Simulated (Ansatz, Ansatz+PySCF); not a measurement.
```xyz
3

H     0.0000    0.0000   -1.4462
Be    0.0000    0.0000    0.0000
H     0.0000    0.0000    1.4462
```

RHF on singlet BeH₂ was run in several spherical basis sets with Ansatz (development build ahead of 0.2.0).

(1) Rank the basis sets by the total energy that they give, lowest first, with the distance from the lowest.
A. 6-31G(d)
B. def2-TZVP
C. cc-pVDZ
D. def2-SVP
E. cc-pVTZ

Results:

(1) E (0.00 eV), B (0.05 eV), C (0.09 eV), A (0.16 eV), D (0.49 eV).

Totals follow the description of the cores as much as that of the bonds, so this order isn't one of quality for chemistry.
